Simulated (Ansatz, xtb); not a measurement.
## Two isomers of C4H4ClF3

Structure I: `C/C=C(\Cl)C(F)(F)F`, a singlet. Structure II: `C/C(=C/Cl)C(F)(F)F`, a singlet. Both are isolated molecules in the gas phase, relaxed with PBE0-D3(BJ)/def2-SVP.

I (Å):

```yaml
atoms:
  - { symbol: C, position_ang: [-0.1101, 1.3895, 0.0074] }
  - { symbol: C, position_ang: [0.9649, 0.4637, 0.4448] }
  - { symbol: C, position_ang: [0.8189, -0.6179, 1.2138] }
  - { symbol: C, position_ang: [1.9686, -1.5058, 1.6137] }
  - { symbol: Cl, position_ang: [-0.6961, -1.1470, 1.8529] }
  - { symbol: F, position_ang: [2.1101, -1.5502, 2.9385] }
  - { symbol: F, position_ang: [3.1179, -1.0659, 1.0973] }
  - { symbol: F, position_ang: [1.7866, -2.7568, 1.1908] }
  - { symbol: H, position_ang: [-1.0931, 1.0835, 0.3875] }
  - { symbol: H, position_ang: [0.1015, 2.4134, 0.3559] }
  - { symbol: H, position_ang: [-0.1531, 1.4344, -1.0929] }
  - { symbol: H, position_ang: [1.9866, 0.6743, 0.1143] }
```

II (Å):

```
atom   x (Å)    y (Å)    z (Å)
   C  0.9305   1.3186   1.0035
   C  0.8402  -0.1343   0.6439
   C  0.4496  -0.5089  -0.5804
   C  1.2280  -1.0590   1.7676
  Cl  0.2769  -2.0939  -1.2124
   F  0.4586  -0.8215   2.8403
   F  2.4939  -0.8184   2.1402
   F  1.1331  -2.3497   1.4877
   H  1.9557   1.5764   1.3114
   H  0.2665   1.5486   1.8509
   H  0.6499   1.9555   0.1547
   H  0.1954   0.2590  -1.3155
```

Quicker runs give these differences E(II) − E(I): GFN2-xTB +0.011 eV; HF/STO-3G +0.121 eV (at GFN2-xTB geometries); r2SCAN-D4/def2-SVP +0.116 eV (at GFN2-xTB geometries).

Task: Estimate E(II) − E(I) at the level CCSD(T)/def2-SVP + ΔMP2/def2-TZVPP.

Result: Calculated at CCSD(T)/def2-SVP + ΔMP2/def2-TZVPP: E(II) − E(I) = +0.102 eV, so structure I lies lower.

The same difference at several levels:

```csv
level,geometry,E(II) − E(I) (eV),departure from the last row (eV),"job, with rough time for the two"
GFN2-xTB,GFN2-xTB,+0.011,−0.091,"optimisation, 0.13 s"
HF/STO-3G,GFN2-xTB,+0.121,+0.019,"single point, 0.4 s"
r2SCAN-D4/def2-SVP,GFN2-xTB,+0.116,+0.014,"single point, 3.7 s"
PBE0-D3(BJ)/def2-SVP,PBE0-D3(BJ)/def2-SVP,+0.113,+0.011,"optimisation, 25 s"
HF/def2-SVP,PBE0-D3(BJ)/def2-SVP,+0.138,+0.036,part of the CCSD(T) run
MP2/def2-SVP,PBE0-D3(BJ)/def2-SVP,+0.109,+0.007,part of the CCSD(T) run
CCSD(T)/def2-SVP,PBE0-D3(BJ)/def2-SVP,+0.111,+0.009,single point
CCSD(T)/def2-SVP + ΔMP2/def2-TZVPP,PBE0-D3(BJ)/def2-SVP,+0.102,,"single point, 72 s"
```

As drawn, both hold the same kinds of bond in the same numbers.

GFN2-xTB finds them nearly level. The largest departure from CCSD(T)/def2-SVP + ΔMP2/def2-TZVPP is that of GFN2-xTB, 0.091 eV. A small imaginary or near-zero mode remains, so no thermal terms are given. The last row adds to CCSD(T) the change of the MP2 difference between the two basis sets, here −0.009 eV.

The correlated steps freeze 12 core orbitals. Run with Ansatz 0.2.0, xtb 6.7.1; the last row on 4 threads of Arm Neoverse V1 on a shared host.
